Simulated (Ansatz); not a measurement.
Reaction (redistribution): `O[Si@H](Cl)C[Si@@H](O)F` + `[BH2][GeH2][F]` → `O[Si@H](F)C[Si@H](O)F` + `[BH2][GeH2][Cl]`

Calculated with Ansatz (gas phase, PBE0-D4/def2-TZVP geometries, no zero-point term in ΔE). CCSD(T)/CBS is the MP2 limit (def2-TZVPP, def2-QZVPP) plus CCSD(T) − MP2 in def2-TZVPP, frozen cores. DFT in def2-TZVPP. B3LYP here is the variant with VWN-RPA as its local correlation; programs differ in this. For Ge outer-core shells are correlated without core-valence functions, which leaves a few kJ/mol of doubt a bond. Scalar relativity is left out up to krypton. Each species was taken in one conformer, which may not be the lowest.

```csv
level,ΔE (kJ/mol),difference from CCSD(T)/CBS
PBE-D4,-63.3,8.1
PBE0-D4,-67.6,3.8
B3LYP-D4,-68.5,2.9
ωB97M-V,-68.3,3.1
B2PLYP,-70.8,0.6
r2SCAN,-68.3,3.1
PBE0,-69.0,2.4
B3LYP,-70.8,0.6
HF/def2-TZVPP,-75.8,-4.4
MP2/def2-TZVPP,-71.0,0.4
CCSD/def2-TZVPP,-73.2,-1.8
HF/def2-QZVPP,-75.6,-4.2
MP2/def2-QZVPP,-70.6,0.8
SCS-MP2/def2-QZVPP,-69.7,1.7
HF/CBS(def2),-75.5,-4.1
CCSD/CBS(def2),-72.7,-1.3
CCSD(T)/CBS,-71.4,0
```

Largest T1 diagnostic among the species: 0.012.

In def2-TZVPP, CCSD(T) changes the Hartree–Fock value by +3.9 kJ/mol (the triples alone add +1.3 kJ/mol) and MP2 by +4.9 kJ/mol. From PBE to PBE0 (25 % exact exchange), in def2-TZVPP and without D4, ΔE moves by −4.3 kJ/mol.
